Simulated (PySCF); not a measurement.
Spinor energies of Pd³⁺ (palladium, charge +3)

Start: [Kr] 4d6 5s1; 4d3/2 filled at m_j = +3/2; 4d5/2 filled at m_j = -3/2, -1/2, +1/2, +3/2, +5/2; 5s1/2 filled at m_j = +1/2. Calculated with PySCF 2.14 in x2c-TZVPall-2c (8s9p7d1f, 77 functions): generalised Hartree-Fock with the X2C-1e Hamiltonian and a Gaussian nucleus; one run each with spin-orbit coupling (SO) switched off, then screened by Boettger's factors. This is a chosen level, not necessarily the ground level.

```csv
spinor shell,electrons,"ε, spin-free (eV)","ε, screened SO (eV)",weight of nominal j (screened SO),"rms radius, screened SO (bohr)"
1s1/2,2,-24524.2,-24522.4,1.000,0.0365
2s1/2,2,-3706.7,-3706.2,1.000,0.150
2p1/2,2,-3321.4,-3431.7,1.000,0.130
3s1/2,2,-744.46,-744.28,1.000,0.403
3p1/2,2,-614.54,-634.47,1.000,0.399
3p3/2,4,-614.54,-605.19,1.000,0.409
3d3/2,4,-408.57,-412.26,0.976,0.387
3d5/2,6,-408.57,-405.89,0.984,0.390
4s1/2,2,-151.97,-151.91,1.000,0.997
4p1/2,2,-111.11,-118.14,0.738,1.08
4p3/2,4,-111.11,-107.67,0.869,1.09
4d5/2,5,-55.585,-56.400,0.552,1.36
4d3/2,1,-55.585,-51.574,0.754,1.37
5s1/2,1,-35.916,-35.907,1.000,2.66
```

(1) Where does 2p3/2 lie, and what is the 2p spin-orbit splitting (screened SO)?

```json
{"quantity": "E (hartree)", "spin-free": "-5039.91837", "screened SO": "-5040.78390"}
{"quantity": "M_J", "spin-free": "9/2", "screened SO": "9/2"}
{"quantity": "⟨J²⟩", "spin-free": "24.755", "screened SO": "24.759"}
{"quantity": "⟨L²⟩", "spin-free": "6.004", "screened SO": "6.112"}
{"quantity": "⟨S²⟩", "spin-free": "8.751", "screened SO": "8.685"}
```

Each row is a mean over spinors that exchange with the open shell spreads, by up to 11.279 eV (4p3/2).

Rows whose weight is well below 1 are mixtures of j = l ± 1/2: exchange outweighs spin-orbit coupling there, and the label is only the starting occupation.

Breit and QED terms are absent; they matter most for the inner s and p1/2 levels.

Densities and radii are taken from the X2C orbitals without a picture-change correction, which distorts them close to the nucleus.

Without spin-orbit coupling the j labels of p, d and f shells carry no meaning; the spin-free column gives the mean over the occupied spinors of each nl shell.

## Answers

(1) At -3270.2 eV, 161.50 eV above 2p1/2.
